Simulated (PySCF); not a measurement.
C₃H₆O₃Sn, charge -1, multiplicity 2. Atoms are numbered in the order given.

```xyz
13

O     -0.3169     1.5982    -0.7449
Sn    -0.2217    -0.4440    -0.3624
O     -1.5551    -0.7372     1.2132
O     -1.7187    -0.7307    -1.8330
C      1.5474    -0.2237     1.5380
C      2.1392     1.0486     1.4538
C      2.6043     2.1739     1.3048
H      0.3596     2.0668    -0.2394
H     -2.4397    -0.7537     0.8272
H     -1.8442     0.1510    -2.2116
H      0.7635    -0.3652     2.2881
H      2.2027    -1.0857     1.3886
H      3.0236     3.1532     1.2055
```
Charge -1, spin multiplicity 2.

The structure is a stationary point at B3LYP-D3(BJ)/def2-SVPD. The def2 effective core potentials stand for the cores of Sn; spin–orbit coupling is left out. One conformer was computed; it need not be the lowest.

Calculation: PBE/def2-SVPD (PySCF).

Gas-phase values at a fixed geometry.

- total energy = -557.30548 hartree
- α spin, highest occupied and lowest empty level = -0.12 and 3.22 eV
- β spin, highest occupied and lowest empty level = -1.42 and 0.52 eV
- dipole moment about the centre of nuclear charge = 2.08 D
- mean static polarisability = 138.8 bohr³ (20.56 Å³)
- polarisability, principal values = 97.3, 118.3, 200.7 bohr³
- ⟨S²⟩ = 0.754 (pure state 0.75)
